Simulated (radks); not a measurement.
Results of a calculation; reference values are marked as such.
Bi80+, 3 electrons, occupied as [He] 2s1.

Code: a radial shooting solver on a logarithmic mesh with Libxc functionals. Model: non-relativistic Kohn-Sham, TPSS, spin-polarised, spherical densities, point nucleus; open shells are filled with parallel spins first (spin-orbit coupling, left out, can overturn this in heavy ions); meta-GGA in the generalised Kohn-Sham scheme; relativity is left out, which matters for an element this heavy.

Energy parts (Ry):
total: -15331.6905
kinetic: 15331.5754
electron-nucleus: -30831.1178
Hartree: 287.4865
exchange-correlation: -119.6346

Orbitals (lengths in bohr, moments of r in powers of bohr):
| orbital | occ. | eigenvalue (Ry) | <r^4> |
|---|---|---|---|
| 1s up | 1 | -6717.348 | 4.862e-07 |
| 1s down | 1 | -6715.687 | 4.859e-07 |
| 2s up | 1 | -1648.132 | 0.00006449 |

The highest occupied level is 2s up at -22424 eV. For comparison, the ionisation energy in NIST's Atomic Spectra Database is 25656.9 eV (theoretical). In exact Kohn-Sham theory the highest level is minus the ionisation energy, but local and semilocal functionals leave it too shallow, through self-interaction and a potential that decays too fast; potentials with the right tail come closer. Spin moment in Bohr magnetons: 1. Virial ratio -V/T = 2.00001. Summed over all electrons, <r^2> = 0.007160 bohr^2, which gives a Langevin (diamagnetic) susceptibility term of -0.00567 x 10^-6 cm^3/mol. The spin density at the nucleus is 22021 e/bohr^3 (1s 64, 2s 21957). The density falls to 0.001 e/bohr^3 at r = 0.26 bohr.

Empty levels of this run are not shown, since the potential may be unsettled where no density lies.
